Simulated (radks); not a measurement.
Isoelectronic series with 38 electrons, all held in the configuration [Kr] 5s2, which need not be the ground one along the series. All-electron calculation, Dirac Kohn-Sham, LDA (Slater exchange, Perdew-Wang correlation), spin-unpolarised, spherical densities, finite nucleus; Fermi nuclear charge, rms radius of each element as measured or else 0.836 A^(1/3) + 0.57 fm. Program: a radial shooting solver on a logarithmic mesh with Libxc functionals. Total energies (hartree) and mean radii <r> (bohr):

ion   E (hartree)  5s1/2   4p3/2   4p1/2   4s1/2
Sr    -3176.08857  4.273   1.581   1.546   1.356
Zr2+  -3594.05664  2.982   1.343   1.314   1.196
Nb3+  -3813.83356  2.654   1.253   1.226   1.130
Mo4+  -4040.82599  2.407   1.176   1.151   1.072
Tc5+  -4275.05974  2.211   1.109   1.085   1.019
Ru6+  -4516.55771  2.051   1.050   1.028  0.9717
Rh7+  -4765.35334  1.916  0.9982  0.9761  0.9287
Pd8+  -5021.47662  1.800  0.9516  0.9300  0.8896
Ag9+  -5284.96414  1.699  0.9094  0.8884  0.8537
